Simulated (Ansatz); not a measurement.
The same path of AlClH6O2Si2 + H2 (14 atoms, charge 0, multiplicity 1) was run twice with different band settings. Lost on the way: H13–H14. Made: Al1–H13, O2–H14.

These are results of Ansatz 0.2.0, RKS PBE/6-31G*, not measurements.

Relaxed end points:

```xyz
14
Properties=species:S:1:pos:R:3
Al -0.413 -0.201 0.085
O -0.550 -0.474 1.762
Si -1.482 -0.646 3.129
H -2.680 -1.513 2.866
H -0.654 -1.284 4.204
H -1.957 0.691 3.620
O 0.996 -0.620 -0.761
Si 2.412 -1.337 -1.241
H 2.125 -2.600 -2.000
H 3.174 -0.398 -2.130
H 3.274 -1.678 -0.058
Cl -2.085 0.467 -1.012
H 0.584 2.061 0.237
H 0.337 1.956 0.945
```

```xyz
14
Properties=species:S:1:pos:R:3
Al -0.014 0.827 -0.088
O -0.229 0.632 1.877
Si -1.129 -0.610 2.717
H -0.773 -1.867 2.009
H -0.612 -0.585 4.120
H -2.588 -0.305 2.692
O 1.362 -0.153 -0.446
Si 2.070 -1.521 -1.042
H 1.094 -2.399 -1.778
H 3.183 -1.168 -1.987
H 2.665 -2.335 0.077
Cl -1.914 -0.012 -0.690
H 0.145 2.414 -0.131
H -0.180 1.506 2.316
```

Common settings: climbing image yes; spring 5.0 eV/Å²; optimiser quadratic models (default); start path through a guess of the saddle point; force threshold 0.05 eV/Å; iteration limit 60; end points relaxed.

| run | movable images |
| --- | --- |
| 1 | 9 |
| 2 | 2 |

What does each run give, and how far can it be trusted?

Run 1: converged after 28 iterations, highest image 0.935 eV above the first end. A structure lower than the last end lies on the path between it and the top, so the climb from that side starts below the end, which may itself be a saddle point or a shallow side well. A vibrational analysis at the climbing image gives one clearly imaginary mode, 1156i cm⁻¹: a first-order saddle point.
Run 2: converged after 34 iterations, highest image 0.378 eV above the first end. The order of the stationary point at the top wasn't checked. A band with more images between the same ends climbed to 0.93 eV, so this one has probably stepped over the top. So few images can step over the top or miss a turn of the path.
The orbitals stay closed-shell, which can raise the energy where a bond breaks towards radicals; this wasn't checked here.
